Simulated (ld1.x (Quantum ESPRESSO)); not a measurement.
**What one change does to a pseudopotential (hydrogen, PAW)**

hydrogen, PAW, made with ld1.x (Quantum ESPRESSO) 7.5 (LDA (PZ), scalar-relativistic). Core none, reference 1s1. Waves: 1s (bound): rcut 1.40, rcutus 1.60 bohr; 1s channel at 1.35 Ry: rcut 1.40, rcutus 1.60 bohr; 2p channel at 0.05 Ry: rcut 1.10, rcutus 1.50 bohr. Local part: all-electron potential smoothed inside 1.55 bohr (lloc = -1). Core correction: none. Augmentation charge: GAUSS, radius 0.85 bohr.

Change: wave 1s channel at 1.35 Ry: rcut 1.40, rcutus 1.60 bohr becomes 1s channel at -0.07 Ry: rcut 1.40, rcutus 1.60 bohr.

Cutoffs: the cutoffs (Ry, on a coarse ladder) from which the occupation-weighted sum of valence levels, in a spherical-Bessel basis at the reference potential, stays within 10 and 1 mRy of its value at 400 Ry; they do not see the model core or the augmentation charge, which bear on the density cutoff. Errors are all-electron minus pseudo energies relative to the spin-unpolarised reference configuration.

Q: How do hardness, ghosts and transferability respond?

A: The potential gets neither clearly harder nor softer (10 Ry and 15 Ry → 10 Ry and 15 Ry); the errors of the 3 common tests hardly move; neither file shows a bound ghost.

| quantity | base | changed |
| --- | --- | --- |
| cutoff, loose | 10 Ry | 10 Ry |
| cutoff, tight | 15 Ry | 15 Ry |
| bound ghosts | none | none |
| error for 1s0.5, meV [ΔE 4.64 eV] | 0.0 | -0.1 |
| error for 1s1 (spin-polarised), meV [ΔE -0.90 eV] | 0.0 | 0.0 |
| error for 1s0.5 (spin-polarised), meV [ΔE 4.26 eV] | 0.0 | -0.2 |
| s: phases at 1.74 bohr within 0.05 rad from the reference energy up to (Ry; the scan ends near 5) | to the end of the scan | 4.0 |
| p: phases at 1.74 bohr within 0.05 rad from the reference energy up to (Ry; the scan ends near 5) | to the end of the scan | to the end of the scan |
| lowest overlap eigenvalue by channel | s 1.00, p 0.95 | s 0.98, p 0.95 |
